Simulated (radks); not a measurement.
W2+, 72 electrons, occupied as [Xe] 4f14 5d3 6p1 (not the ground configuration). Method: Dirac Kohn-Sham, PBE, spin-unpolarised, spherical densities, point nucleus; open shells are shared between the two j in proportion to 2j + 1; computed with a radial shooting solver on a logarithmic mesh with Libxc functionals.

Normalised radial functions P(r) = r R(r) (large component), r in bohr:

r          4f7/2    5d3/2    6p1/2
0.001253  0.0000   0.0000   0.0027
0.001459  0.0000   0.0000   0.0032
0.001698  0.0000   0.0000   0.0038
0.001993  0.0000   0.0001   0.0046
0.00232   0.0000   0.0001   0.0055
0.002701  0.0000   0.0001   0.0066
0.003145  0.0000   0.0002   0.0080
0.003661  0.0000   0.0002   0.0096
0.004296  0.0000   0.0004   0.0117
0.005001  0.0000   0.0005   0.0142
0.005822  0.0000   0.0008   0.0172
0.006778  0.0000   0.0011   0.0208
0.007954  0.0000   0.0017   0.0255
0.00926   0.0001   0.0025   0.0307
0.01078   0.0001   0.0036   0.0368
0.01255   0.0002   0.0052   0.0439
0.01461   0.0003   0.0076   0.0518
0.01714   0.0006   0.0112   0.0609
0.01996   0.0010   0.0160   0.0699
0.02324   0.0017   0.0227   0.0785
0.02705   0.0029   0.0319   0.0859
0.03174   0.0050   0.0451   0.0910
0.03695   0.0084   0.0615   0.0916
0.04302   0.0139   0.0824   0.0862
0.05008   0.0227   0.1080   0.0730
0.0583    0.0365   0.1378   0.0507
0.06842   0.0589   0.1720   0.0175
0.07965   0.0909   0.2039  -0.0215
0.09273   0.1371   0.2302  -0.0635
0.108     0.2018   0.2442  -0.1013
0.1267    0.2939   0.2369  -0.1267
0.1475    0.4069   0.2011  -0.1274
0.1717    0.5445   0.1326  -0.0987
0.1999    0.7019   0.0328  -0.0407
0.2327    0.8691  -0.0886   0.0375
0.2731    1.0390  -0.2190   0.1214
0.3179    1.1749  -0.3189   0.1777
0.3701    1.2664  -0.3683   0.1888
0.4308    1.2990  -0.3475   0.1431
0.5056    1.2643  -0.2432   0.0395
0.5886    1.1719  -0.0762  -0.0885
0.6852    1.0355   0.1330  -0.2120
0.7977    0.8726   0.3537  -0.2968
0.9286    0.7011   0.5545  -0.3167
1.09      0.5276   0.7153  -0.2544
1.269     0.3812   0.8021  -0.1218
1.477     0.2596   0.8190   0.0605
1.719     0.1656   0.7723   0.2604
2.018     0.0954   0.6707   0.4515
2.349     0.0519   0.5447   0.5827
2.734     0.0256   0.4101   0.6441
3.183     0.0113   0.2838   0.6287
3.706     0.0044   0.1780   0.5458
4.349     0.0013   0.0963   0.4132
5.063     0.0004   0.0469   0.2787
5.894     0.0001   0.0196   0.1634
6.861     0.0000   0.0068   0.0813
8.052     0.0000   0.0018   0.0319
9.374     0.0000   0.0004   0.0105
10.91     0.0000   0.0001   0.0027

4f7/2: eigenvalue -52.747 eV, 0 radial nodes, <r> = 0.611 bohr, 90 % of the charge inside 1.01 bohr. 5d3/2: eigenvalue -23.670 eV, 2 radial nodes at r = 0.209, 0.624 bohr, <r> = 1.77 bohr, 90 % of the charge inside 2.72 bohr. 6p1/2: eigenvalue -15.431 eV, 4 radial nodes at r = 0.0734, 0.217, 0.531, 1.41 bohr, <r> = 3.22 bohr, 90 % of the charge inside 4.65 bohr.
